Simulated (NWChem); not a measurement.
System meant: C₃H₅BFN; SMILES FB1CCN=C1

Input file for NWChem:

```
start job
memory heap 200 mb stack 900 mb global 1100 mb
geometry units angstroms noautoz
  F      0.060638     2.154040     0.000000
  B      0.027022     0.831757     0.000000
  C      1.249731    -0.150550     0.000000
  N      0.860075    -1.374152     0.000000
  C     -0.592921    -1.484185     0.000000
  C     -1.238869    -0.092498     0.000000
  H      2.329639     0.054873     0.000000
  H     -0.876767    -2.093529     0.875114
  H     -0.876767    -2.093529    -0.875114
  H     -1.879028     0.091093     0.879451
  H     -1.879028     0.091093    -0.879451
end
basis spherical
  * library def2-svp
end
dft
  xc xpbe96 cpbe96
  iterations 4
  mulliken
end
task dft energy
```

End of the output:

```
    Atom       Charge   Shell Charges
 -----------   ------   -------------------------------------------------------
    1 F    9     8.90   1.98  0.98  0.70  3.18  2.06  0.01
    2 B    5     5.12   1.96  0.53  0.23  1.41  0.61  0.37
    3 C    6     6.02   1.97  0.62  0.33  1.86  1.14  0.11
    4 N    7     7.06   1.97  0.82  0.48  2.19  1.54  0.06
    5 C    6     5.99   1.96  0.59  0.29  1.90  1.14  0.11
    6 C    6     6.13   1.96  0.58  0.30  1.95  1.27  0.06
    7 H    1     0.98   0.64  0.27  0.07
    8 H    1     0.96   0.64  0.26  0.06
    9 H    1     0.96   0.64  0.26  0.06
   10 H    1     0.94   0.61  0.25  0.07
   11 H    1     0.94   0.61  0.25  0.07

 center of mass
 --------------
 x =   0.07369116 y =   0.15212976 z =   0.00000000

 moments of inertia (a.u.)
 ------------------
         573.301350397553          -0.000000000000           0.000000000000
          -0.000000000000         246.103704089726           0.000000000000
           0.000000000000           0.000000000000         797.245839470302

     Multipole analysis of the density
     ---------------------------------

     L   x y z        total         alpha         beta         nuclear
     -   - - -        -----         -----         ----         -------
     0   0 0 0      0.000000    -22.000000    -22.000000     44.000000

     1   1 0 0     -0.561220     -0.280610     -0.280610      0.000000
     1   0 1 0      0.134034      0.067017      0.067017     -0.000000
     1   0 0 1      0.000000      0.000000      0.000000      0.000000

     2   2 0 0    -25.041725    -83.870095    -83.870095    142.698464
     2   1 1 0      2.541076     -1.780641     -1.780641      6.102358
     2   1 0 1      0.000000      0.000000      0.000000      0.000000
     2   0 2 0    -29.575971   -158.688742   -158.688742    287.801513
     2   0 1 1     -0.000000     -0.000000     -0.000000      0.000000
     2   0 0 2    -24.526616    -17.760099    -17.760099     10.993583

 ------------------------------------------------------------------------
 dft energy failed                                                                                  0
 ------------------------------------------------------------------------
 ------------------------------------------------------------------------
  current input line :
    24: task dft energy
 ------------------------------------------------------------------------
 ------------------------------------------------------------------------
 This type of error is most commonly associated with calculations not reaching convergence criteria
 ------------------------------------------------------------------------
 For more information see the NWChem manual at https://nwchemgit.github.io

0:dft energy failed:Received an Error in Communication
```

Find the fault in this run and fix the input.

Convergence was not reached. Cause: the SCF was allowed too few iterations. This input runs:
```
start job
memory heap 200 mb stack 900 mb global 1100 mb
geometry units angstroms noautoz
  F      0.060638     2.154040     0.000000
  B      0.027022     0.831757     0.000000
  C      1.249731    -0.150550     0.000000
  N      0.860075    -1.374152     0.000000
  C     -0.592921    -1.484185     0.000000
  C     -1.238869    -0.092498     0.000000
  H      2.329639     0.054873     0.000000
  H     -0.876767    -2.093529     0.875114
  H     -0.876767    -2.093529    -0.875114
  H     -1.879028     0.091093     0.879451
  H     -1.879028     0.091093    -0.879451
end
basis spherical
  F library def2-svp
  B library def2-svp
  C library def2-svp
  N library def2-svp
  H library def2-svp
end
dft
  xc xpbe96 cpbe96
  iterations 150
  mulliken
end
task dft energy
```
It converges to -296.23667 Ha (PBE/def2-SVP).
